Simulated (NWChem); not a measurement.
**Correlation energy of Ge (-1)**

```
Ge
```
Charge -1, spin multiplicity 4.

Program: NWChem.

Basis set: def2-SVPD. Each correlation energy counts from its own Hartree-Fock reference.

The Hamiltonian is non-relativistic. The correlated methods keep 9 core orbitals frozen. No SCF solution was tested for a lower state. Open-shell Hartree-Fock references start from PBE0 orbitals. No row is a measurement; the coupled-cluster row has its own basis-set and correlation limits.

```csv
method,correlation energy (mHa)
CCSD on ROHF,-192.1
CCSD on UHF,-190.9
SCS-UMP2,…
CCSD(T) on ROHF,-197.6
CCSD[T] on UHF,…
CCSDT on ROHF,-197.6
CCSD(T) on UHF,-196.2
CCSD[T] on ROHF,-198.3
UMP2,-188.0
```

### Question
Fill in the missing entries.

### Answer

- SCS-UMP2, correlation energy (mHa): -169.1
- CCSD[T] on UHF, correlation energy (mHa): -196.9
